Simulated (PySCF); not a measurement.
# Electron correlation in Al⁻ (aluminium, charge -1)

[Ne] 3s2 3p2, high-spin 3P determinant. All numbers are calculated (PySCF 2.14, scalar relativity by spin-free X2C-1e, in x2c-TZVPPall with one added diffuse shell each of s, p, d type (6s6p4d1f, 51 functions)). Frozen: 1s2; 12 electrons correlated.

| level | correlation energy (mhartree) |
| --- | --- |
| CCSD | -214.10 |
| (T) | -4.82 |
| CCSD(T) | -218.92 |

Diagnostics: T1 = 0.012, D1 = 0.0465, largest double amplitude 0.086.

Cost of the coupled-cluster step: roughly 10 core-seconds, for 12 correlated electrons.

Iterations:

```
CC2 = 0
CCSD nocc = (np.int64(7), np.int64(5)), nmo = (50, 50)
frozen orbitals [[0], [0]]
max_cycle = 100
direct = 0
conv_tol = 1e-08
conv_tol_normt = 1e-06
diis_space = 8
diis_start_cycle = 0
Init t2, MP2 energy = -0.198738298711849
Init E_corr(UCCSD) = -0.198738298715346
cycle = 1  E_corr(UCCSD) = -0.208407873068134  dE = -0.00966957435  norm(t1,t2) = 0.0642323
cycle = 2  E_corr(UCCSD) = -0.212172428162148  dE = -0.00376455509  norm(t1,t2) = 0.0246105
cycle = 3  E_corr(UCCSD) = -0.214065030870999  dE = -0.00189260271  norm(t1,t2) = 0.0118117
cycle = 4  E_corr(UCCSD) = -0.214113396862013  dE = -4.8365991e-05  norm(t1,t2) = 0.00264494
cycle = 5  E_corr(UCCSD) = -0.214085085872623  dE = 2.83109894e-05  norm(t1,t2) = 0.000661205
cycle = 6  E_corr(UCCSD) = -0.214101135748484  dE = -1.60498759e-05  norm(t1,t2) = 0.00021713
cycle = 7  E_corr(UCCSD) = -0.214099246374635  dE = 1.88937385e-06  norm(t1,t2) = 6.2652e-05
cycle = 8  E_corr(UCCSD) = -0.214099322676595  dE = -7.63019599e-08  norm(t1,t2) = 1.72184e-05
cycle = 9  E_corr(UCCSD) = -0.214099271025297  dE = 5.16512975e-08  norm(t1,t2) = 6.33603e-06
cycle = 10  E_corr(UCCSD) = -0.214099252405107  dE = 1.86201901e-08  norm(t1,t2) = 1.78995e-06
cycle = 11  E_corr(UCCSD) = -0.214099249621567  dE = 2.78353984e-09  norm(t1,t2) = 6.99344e-07
UCCSD converged
E(UCCSD) = -242.5247429477508  E_corr = -0.2140992496215674
UCCSD(T) correction = -0.00481749780917471
```

This basis was not built for core-valence correlation, so the inner-shell part is incomplete.
